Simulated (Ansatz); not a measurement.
iminoborane (SMILES B=N) moved off its minimum; all values from Ansatz (a program for electronic structure), cores frozen in correlated methods.
(charge 0, multiplicity 1)
```xyz
4

B      0.0519    -0.0295    -0.7836
N      0.0462     0.0344     0.5605
H      0.0733     0.0462    -1.8171
H     -0.0042     0.0751     1.3995
```

Forces at B3LYP/def2-TZVPP (eV/Å):

| atom | Fx | Fy | Fz |
|---|---|---|---|
| B1 | -0.127 | 0.338 | 12.336 |
| N2 | 0.777 | -1.004 | -20.060 |
| H3 | 0.103 | 0.136 | -4.964 |
| H4 | -0.752 | 0.531 | 12.688 |

Task: Give the forces (eV/Å), the total energy and the dipole at CCSD(T)/aug-cc-pVTZ.

Result: 
```csv
atom,Fx,Fy,Fz
B1,-0.132,0.254,11.659
N2,0.779,-0.952,-19.362
H3,0.110,0.164,-5.139
H4,-0.758,0.534,12.842
```
Energy -80.6063 hartree, dipole 0.55 D.
